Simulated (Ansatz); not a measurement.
# Nudged elastic band run: Cl2FH3Si

Input file:

```yaml
crystal:
  periodic: [false, false, false]
  atoms:
    - { symbol: Si, position_ang: [-0.865389, 0.413199, -0.570631] }
    - { symbol: F, position_ang: [0.61638, 1.013584, -0.370409] }
    - { symbol: Cl, position_ang: [-0.691974, -1.407459, -1.465925] }
    - { symbol: Cl, position_ang: [-1.717829, 0.212804, 1.267742] }
    - { symbol: H, position_ang: [-1.644515, 1.339029, -1.411666] }
    - { symbol: H, position_ang: [2.04583, -0.49031, 1.060268] }
    - { symbol: H, position_ang: [2.257498, -1.080847, 1.490523] }
basis:
  gaussian: { orbitals: def2-SVP }
hamiltonian:
  xc: pbe0
  dispersion: d4
neb:
  order_check: false
  images: 7
  f_tol: 0.05
  max_iterations: 60
  spring: 20.0
  final_atoms:
    - { symbol: Si, position_ang: [-0.66589572, 0.06722078, 0.38526071] }
    - { symbol: F, position_ang: [2.02632633, 0.5791001, -0.64272769] }
    - { symbol: Cl, position_ang: [-0.15710215, -1.46962492, -0.93055467] }
    - { symbol: Cl, position_ang: [-2.55360751, -0.33251118, 1.09546904] }
    - { symbol: H, position_ang: [-0.70800067, 1.33449121, -0.37405649] }
    - { symbol: H, position_ang: [1.77965082, -0.21575964, -1.05472554] }
    - { symbol: H, position_ang: [0.2786299, 0.03708366, 1.52123663] }
  initial_path:
    images:
      - { positions_ang: [[-0.865389, 0.413199, -0.570631], [0.61638, 1.013584, -0.370409], [-0.691974, -1.407459, -1.465925], [-1.717829, 0.212804, 1.267742], [-1.644515, 1.339029, -1.411666], [2.04583, -0.49031, 1.060268], [2.257498, -1.080847, 1.490523]] }
      - { positions_ang: [[-0.77119301, 0.32708009, -0.45626059], [0.79643165, 0.9427124, -0.42759302], [-0.64722931, -1.43345494, -1.4315822], [-1.73991615, 0.12714482, 1.30493931], [-1.46514027, 1.32598404, -1.24788201], [1.90389842, -0.35591571, 0.89265515], [1.92314966, -0.9335507, 1.36562537]] }
      - { positions_ang: [[-0.67699701, 0.24096118, -0.34189018], [0.97648331, 0.8718408, -0.48477705], [-0.60248461, -1.45945088, -1.39723939], [-1.76200329, 0.04148565, 1.34213661], [-1.28576555, 1.31293908, -1.08409803], [1.76196684, -0.22152142, 0.72504229], [1.58880132, -0.78625441, 1.24072775]] }
      - { positions_ang: [[-0.58280102, 0.15484227, -0.22751978], [1.15653496, 0.80096921, -0.54196107], [-0.55773992, -1.48544682, -1.36289659], [-1.78409044, -0.04417353, 1.37933392], [-1.10639082, 1.29989412, -0.92031404], [1.62003525, -0.08712713, 0.55742944], [1.25445298, -0.63895811, 1.11583012]] }
      - { positions_ang: [[-0.48860502, 0.06872337, -0.11314937], [1.33658662, 0.73009761, -0.59914509], [-0.51299522, -1.51144276, -1.32855379], [-1.80617759, -0.1298327, 1.41653122], [-0.92701609, 1.28684915, -0.75653005], [1.47810367, 0.04726715, 0.38981658], [0.92010463, -0.49166182, 0.99093249]] }
      - { positions_ang: [[-0.5329277, 0.06834772, 0.01145315], [1.50902155, 0.69234823, -0.61004074], [-0.42402195, -1.5009883, -1.22905401], [-1.99303507, -0.18050232, 1.33626568], [-0.87226224, 1.29875967, -0.66091166], [1.55349046, -0.01848954, 0.02868105], [0.75973595, -0.35947545, 1.12350853]] }
      - { positions_ang: [[-0.57725037, 0.06797207, 0.13605567], [1.68145647, 0.65459885, -0.62093639], [-0.33504869, -1.49053384, -1.12955423], [-2.17989255, -0.23117194, 1.25600013], [-0.81750838, 1.31067018, -0.56529327], [1.62887725, -0.08424624, -0.33245448], [0.59936727, -0.22728908, 1.25608456]] }
      - { positions_ang: [[-0.62157304, 0.06759642, 0.26065819], [1.8538914, 0.61684948, -0.63183204], [-0.24607542, -1.48007938, -1.03005445], [-2.36675003, -0.28184156, 1.17573459], [-0.76275453, 1.3225807, -0.46967488], [1.70426403, -0.15000294, -0.69359001], [0.43899859, -0.09510271, 1.3886606]] }
      - { positions_ang: [[-0.66589572, 0.06722078, 0.38526071], [2.02632633, 0.5791001, -0.64272769], [-0.15710215, -1.46962492, -0.93055467], [-2.55360751, -0.33251118, 1.09546904], [-0.70800067, 1.33449121, -0.37405649], [1.77965082, -0.21575964, -1.05472554], [0.2786299, 0.03708366, 1.52123663]] }
```

Run as:

```bash
$ ansatz run input.yaml --threads 2 --pin off --max-ram 3072MiB --backend cpu --events-out ev --progress --plain --runs-dir out
```

Output, in part (warnings, iteration lines, the closing report on the highest movable image, with atoms numbered from 0):

```
NEB end point (image 0): max|allowed force component| = 2.245e-3 eV/Å (the criterion of neb.relax_end_points is 1.000e-2)
NEB end point (image 8): max|allowed force component| = 7.117e-3 eV/Å (the criterion of neb.relax_end_points is 1.000e-2)
NEB iter   1: max|band force component| = 1.435e1 eV/Å  barrier→ = 2.5998 eV  barrier← = 1.6645 eV  Δτ_max = 0.2000 Å  (218 SCF iters)
NEB iter   2: max|band force component| = 2.713e0 eV/Å  barrier→ = 2.3787 eV  barrier← = 1.4433 eV  Δτ_max = 0.2000 Å  (195 SCF iters)
NEB iter   3: max|band force component| = 3.798e0 eV/Å  barrier→ = 2.3203 eV  barrier← = 1.3849 eV  Δτ_max = 0.0995 Å  (189 SCF iters)
NEB iter   4: max|band force component| = 8.617e-1 eV/Å  barrier→ = 2.3050 eV  barrier← = 1.3696 eV  Δτ_max = 0.1370 Å  (188 SCF iters)
NEB iter   5: max|band force component| = 3.497e-1 eV/Å  barrier→ = 2.3050 eV  barrier← = 1.3697 eV  CI = image 4  Δτ_max = 0.1029 Å  (180 SCF iters)
NEB iter   6: max|band force component| = 3.479e-1 eV/Å  barrier→ = 2.2966 eV  barrier← = 1.3612 eV  CI = image 4  Δτ_max = 0.1112 Å  (181 SCF iters)
NEB iter   7: max|band force component| = 1.506e-1 eV/Å  barrier→ = 2.2927 eV  barrier← = 1.3573 eV  CI = image 4  Δτ_max = 0.0431 Å  (179 SCF iters)
NEB iter   8: max|band force component| = 7.559e-2 eV/Å  barrier→ = 2.2902 eV  barrier← = 1.3549 eV  CI = image 4  Δτ_max = 0.0331 Å  (168 SCF iters)
NEB iter   9: max|band force component| = 6.273e-2 eV/Å  barrier→ = 2.2895 eV  barrier← = 1.3542 eV  CI = image 4  Δτ_max = 0.0351 Å  (165 SCF iters)
NEB iter  10: max|band force component| = 4.766e-2 eV/Å  barrier→ = 2.2887 eV  barrier← = 1.3534 eV  CI = image 4  Δτ_max = 0.0118 Å  (164 SCF iters)
NEB iter  11: max|band force component| = 6.319e-2 eV/Å  barrier→ = 2.2884 eV  barrier← = 1.3530 eV  CI = image 4  Δτ_max = 0.0059 Å  (25 SCF iters)
NEB iter  12: max|band force component| = 5.551e-2 eV/Å  barrier→ = 2.2882 eV  barrier← = 1.3528 eV  CI = image 4  Δτ_max = 0.0118 Å  (149 SCF iters)
NEB iter  13: max|band force component| = 3.029e-2 eV/Å  barrier→ = 2.2879 eV  barrier← = 1.3525 eV  CI = image 4  Δτ_max = 0.0000 Å  (323 SCF iters)
Total energy: -35663.31551581 eV, -1310.6026717425 hartree
Atom 0 at    -0.363053     0.080785    -0.117758 Å, force    -0.006943    -0.010850     0.014996 eV/Å
Atom 1 at     1.362814     0.593883    -0.711908 Å, force     0.018724     0.008025    -0.030405 eV/Å
Atom 2 at    -0.512401    -1.539620    -1.354952 Å, force     0.002097     0.002292     0.000400 eV/Å
Atom 3 at    -1.752847    -0.257259     1.406273 Å, force    -0.001641    -0.003322    -0.001714 eV/Å
Atom 4 at    -0.869862     1.360766    -0.644106 Å, force     0.001031     0.005356     0.002302 eV/Å
Atom 5 at     1.360553     0.069562     0.362685 Å, force    -0.013120    -0.009242     0.019919 eV/Å
Atom 6 at     0.774796    -0.308118     1.059669 Å, force    -0.000148     0.007741    -0.005498 eV/Å
Dipole moment:     0.223746     0.121552     0.115322 e Å
```

It converged. The band force fell under the threshold earlier too, but the program's further tests of the path sent the band on. Neighbouring images differ by up to 1.2 eV, so the band resolves the path poorly. Another band between the same ends (7 images) ends at a top of the same energy, where a vibrational analysis finds 1 clearly imaginary mode. The orbitals stay closed-shell, which can raise the energy where a bond breaks towards radicals; this wasn't checked here.

Final band (atoms are numbered from 1 in the order of the input):

| image | path coordinate (Å) | energy (eV) | Si1–F2 (Å) | H6–H7 (Å) | Si1–H7 (Å) |
| --- | --- | --- | --- | --- | --- |
| 0 | 0.00 | 0.00 | 1.61 | 0.76 | 4.03 |
| 1 | 0.79 | 0.01 | 1.61 | 0.76 | 3.44 |
| 2 | 1.57 | 0.24 | 1.61 | 0.76 | 2.83 |
| 3 | 2.36 | 1.06 | 1.65 | 0.77 | 2.23 |
| 4 | 3.15 | 2.29 | 1.90 | 0.99 | 1.68 |
| 5 | 3.87 | 1.34 | 2.47 | 1.47 | 1.51 |
| 6 | 4.60 | 1.08 | 2.85 | 2.12 | 1.49 |
| 7 | 5.33 | 1.01 | 2.89 | 2.61 | 1.48 |
| 8 | 6.05 | 0.94 | 2.93 | 2.99 | 1.48 |

Run time: 60 s on 2 threads of AMD EPYC 9R45 96-Core Processor (Zen 5) (shared host), peak memory 0.19 GiB.
